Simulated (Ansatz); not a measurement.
`F[Si](F)(F)BCl` at its PBE0-D4/def2-TZVP geometry, where that method's forces vanish. Total charge 0; spin multiplicity 1.

```tsv
atom	x (Å)	y (Å)	z (Å)
F1	0.592	-1.351	1.363
Si2	-0.322	-0.231	0.729
F3	-0.396	0.956	1.770
F4	-1.776	-0.836	0.594
B5	0.343	0.426	-1.051
Cl6	1.786	-0.232	-1.733
H7	-0.227	1.269	-1.671
```

Question: For each bond, give half the difference of the two atoms' forces along it (eV/Å; positive pushes the atoms apart) under PBE-D4, r2SCAN-D4, B3LYP-D4, ωB97M-V in def2-TZVPP. (Estimate.)

Answer: Ansatz gave: 
```
  bond  length (Å)  PBE-D4  r2SCAN-D4  B3LYP-D4  ωB97M-V
F1–Si2       1.578    0.50       0.06      0.17     0.14
Si2–F3       1.581    0.49       0.06      0.16     0.12
Si2–F4       1.581    0.49       0.06      0.16     0.12
Si2–B5       2.010   -0.41      -0.11     -0.15    -0.15
B5–Cl6       1.727    0.18       0.16      0.24     0.14
 B5–H7       1.192    0.08      -0.04     -0.18    -0.17
```

B3LYP here is the variant with VWN-RPA as its local correlation; programs differ in this.
